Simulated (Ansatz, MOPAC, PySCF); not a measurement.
Dimer: HCl (SMILES Cl) (first 2 atoms) with CH2O (SMILES C=O); geometry from B3LYP-D3(BJ)/def2-TZVP.
(charge 0, multiplicity 1):
```csv
atom,x (Å),y (Å),z (Å)
Cl,-0.1523,-0.0562,0.4435
H,0.1496,0.4924,1.5878
C,-0.3371,0.0120,3.9994
O,0.2812,0.8562,3.4032
H,-0.4021,0.0214,5.1003
H,-0.8622,-0.8027,3.4716
```

Monomers are frozen at their geometry in the pair; levels with a basis set take the counterpoise correction.

The state that PM7 reach isn't checked; PM7 holds dispersion and hydrogen-bond terms.

The values were computed with Ansatz (Gaussian basis) for Hartree–Fock, density functionals and correlated methods; MOPAC for PM7 (differences of heats of formation); PySCF for the dispersion terms. Each number belongs to the level named beside it.

**Question.** What interaction energy does r2SCAN-D4/def2-TZVPPD give?

**Answer.** -280 meV

**Question.** Estimate the interaction energy that PM7 returns for this input.

**Answer.** -235 meV

**Question.** Estimate the interaction energy that revPBE-D3(BJ)/def2-TZVPPD returns for this input.

**Answer.** -242 meV

Ansatz is a first-principles code.
